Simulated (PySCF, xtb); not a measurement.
CH6ClGeN, SMILES [Ge@H]([CH3])([Cl])[NH2]. The values are those of a single conformer.

Harmonic wavenumbers (cm⁻¹) from xtb with GFN2-xTB at its own minimum, in rising order: 97, 141, 162, 180, 191, 369, 497, 569, 607, 637, 645, 738, 794, 807, 1319, 1451, 1455, 1488, 1746, 3019, 3027, 3030, 3436, 3468.

Question: What does PBE-D3(BJ)/def2-SVP run with PySCF give at its own minimum? (The exact figures need the calculation; the answer reports its results.)

Answer: 98, 152, 176, 189, 250, 381, 566, 596, 605, 685, 713, 791, 816, 896, 1206, 1378, 1383, 1505, 2098, 2991, 3100, 3107, 3440, 3535. Paired by order, the mean absolute difference is 57 cm⁻¹ and the zero-point energies are 42.7 and 43.8 kcal/mol.
